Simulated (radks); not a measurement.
The numbers below are computed, except where a source is named.
Fractional charge and spin in the 5s shell of tin: the spin-up occupation runs from 0 to 1 and the spin-down occupation from 0 to 1; the fullest corner is Sn, [Kr] 4d10 5p(up 1, down 1) 5s(up 1, down 1). Code: a radial shooting solver on a logarithmic mesh with Libxc functionals. Model: scalar-relativistic Kohn-Sham, PBE, spin-polarised, spherical densities, point nucleus. Energy (eV) minus the two flat planes that join the four corners (they meet along the diagonal where the two added fractions sum to one electron); zero is where a piecewise linear energy would lie.

down \ up       0    0.25     0.5    0.75       1
0           0.000  -0.820  -1.087  -0.811   0.000
0.25       -0.820  -1.030  -0.699   0.162  -0.730
0.5        -1.087  -0.699   0.216  -0.625  -0.964
0.75       -0.811   0.162  -0.625  -0.913  -0.714
1           0.000  -0.730  -0.964  -0.714   0.000

Corners above the fullest one (they belong to Sn+ and the next ion): (up 1, down 0) 14.308 eV, (up 0, down 1) 14.308 eV, (up 0, down 0) 37.709 eV. With half an added electron in each spin the energy lies 0.216 eV from the planes, and with half an added electron in spin up alone -1.087 eV. The planes are only a guide here: the flat-plane condition holds for ground states with one frontier orbital, while this shell lies below other occupied shells, so the corners above the fullest one are inner-hole states and not the ground states of those ions.
